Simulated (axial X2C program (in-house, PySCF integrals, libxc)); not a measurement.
## Potential curves of HfB⁻, with spin–orbit coupling

Computed with an axial X2C code built on PySCF integrals. Two-component (2c) means X2C with spin–orbit coupling and atomic mean-field two-electron Coulomb and Gaunt terms. Basis: Hf dyall-acv3z [14s15p10d7f4g], B dyall-av3z [8s7p3d2f] (cores contracted in-house); Gaussian nuclei, density fitting, unrestricted open shells. Masses: Hf 179.947 u, B 11.009 u.

State: Ω = 2 (⟨Sz⟩ = 0.99, ⟨Lz⟩ = 1.01 at LDA). Energies in eV from the lowest point of each curve. Fits are polynomials in 1 − R0/R over 0.85 to 1.23 times the lowest point R0.

```
 R (Å)     LDA
1.7939  0.7143
1.8764  0.2841
1.9383  0.1011
2.0001  0.0128
2.0620  0.0000
2.1342  0.0596
2.2063  0.1788
2.2991  0.3929
2.4125  0.7084
2.5775  1.1988
```

The state is a single determinant with fixed occupations, the lowest that a limited PBE0 search found. Density functionals use the spin component along the axis (collinear). Other states lie close and PBE0, whose exact exchange favours high spin, may order them wrongly; the determinant shown need not be the ground state. The nearest other 2c determinant of the search, Ω = 1, lies 0.13 eV up at the distance of the search. Without a current term, density functionals place determinants with orbital angular momentum somewhat too high. With several unpaired electrons one determinant need not be a pure state. Open-shell Ω = 0 determinants with evenly filled partner blocks cannot be reached by this program, so the Ω shown need not be the lowest component. At some level and bond length an empty orbital lies below a filled one. The highest occupied level of some functionals is positive through self-interaction error; at Hartree–Fock it is bound.

Question: What are Re and ωe at the LDA level?

Answer: At LDA, 2c: Re = 2.042 Å, ωe ≈ 663 cm⁻¹; Be follows as 0.39 cm⁻¹.
